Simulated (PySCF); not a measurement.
# Zn²²⁺: ionisation energy

Zn²²⁺ [He] 2s2 2p4 (3P) → Zn²³⁺ [He] 2s2 2p3 (4S), as a difference of total energies. Computed with PySCF 2.14 in an even-tempered Gaussian basis (18 s from 4.6 bohr⁻², ratio 2.2; 11 p from 6 bohr⁻², ratio 2.2; 6 d from 30 bohr⁻², ratio 2.4; 5 f from 45 bohr⁻², ratio 2.4; 5 g from 68 bohr⁻², ratio 2.4), with the non-relativistic Hamiltonian (point nucleus). Correlated levels: nothing frozen; virtual orbitals above 40 to 60 times the deepest correlated orbital energy dropped. The calculations carry no spin-orbit coupling.

| method | ionisation energy (eV) |
| --- | --- |
| UHF | 2068.2 |
| LDA | 2067.6 |
| PBE | 2070.7 |
| PBE0 | 2070.5 |
| r2SCAN | 2071.1 |
| PBEsol | 2068.6 |
| M06-2X | 2069.8 |
| MP2 (all electrons) | 2069.8 |
| SCS-MP2 (all electrons) | 2069.9 |

A first-order spin-orbit estimate (lowest level to lowest level, LS coupling) adds 7.893 eV.

These non-relativistic numbers lack the scalar-relativistic shift.

For comparison: 2085 ± 5 eV (semi-empirical (NIST evaluation); NIST Atomic Spectra Database, ionization energies).
